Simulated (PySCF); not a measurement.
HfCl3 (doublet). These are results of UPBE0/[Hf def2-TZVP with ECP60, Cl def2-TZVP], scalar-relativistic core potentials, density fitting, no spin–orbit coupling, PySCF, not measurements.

Harmonic bands of its minimum:

```json
{"ω (cm⁻¹)": "53", "IR (km/mol, summed over degenerate members)": "3.3", "degeneracy": "1"}
{"ω (cm⁻¹)": "85", "IR (km/mol, summed over degenerate members)": "2.8", "degeneracy": "2"}
{"ω (cm⁻¹)": "372", "IR (km/mol, summed over degenerate members)": "0.0", "degeneracy": "1"}
{"ω (cm⁻¹)": "392", "IR (km/mol, summed over degenerate members)": "180", "degeneracy": "2"}
```

The central atom is Hf. Infer the point group and assign the bands.

D3h. The modes span a2'' + 2e' + a1': 53 a2'', 85 e', 372 a1', 392 e'. The computed geometry has Hf–Cl 2.325 Å (×3); Cl–Hf–Cl 120.0° (×3).

Only a few start shapes were tried, so a lower isomer may exist. With open d or f shells other occupations or spin states may lie lower. Spin–orbit coupling, left out here, can matter for elements this heavy.
